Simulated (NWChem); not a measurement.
# Electron attachment to I₂Sn

```
Sn
I 1 2.7450
I 1 2.7450 2 100.87
```
Charge 0, spin multiplicity 1.

Program: NWChem. All single points use one geometry, from PBE0/def2-SVP with def2 effective core potentials on Sn, I, a minimum by its harmonic frequencies.

Basis set: def2-SVPD. The species with one electron more has spin multiplicity 2 and keeps the geometry of the parent. Δ marks differences of total energies (open shells unrestricted). −ε marks an orbital energy of the parent. That orbital need not have the symmetry of the hole or added electron in the Δ rows. The basis adds only a small set of diffuse functions.

Effective core potentials replace the inner electrons of Sn, I; spin-orbit coupling is left out. B3LYP has NWChem's definition, with VWN1-RPA local correlation. The structure started from a generated list of species. No SCF solution was tested for a lower state.

Question: Order these methods by the vertical electron affinity they give, lowest first: −ε(LUMO) of HF, −ε(LUMO) of B3LYP, −ε(LUMO) of PBE0, −ε(LUMO) of PBE, −ε(LUMO) of M06-2X, ΔB3LYP.

Answer: −ε(LUMO) of HF (0.76 eV), ΔB3LYP (1.74 eV), −ε(LUMO) of M06-2X (2.56 eV), −ε(LUMO) of PBE0 (3.39 eV), −ε(LUMO) of B3LYP (3.56 eV), −ε(LUMO) of PBE (3.97 eV)
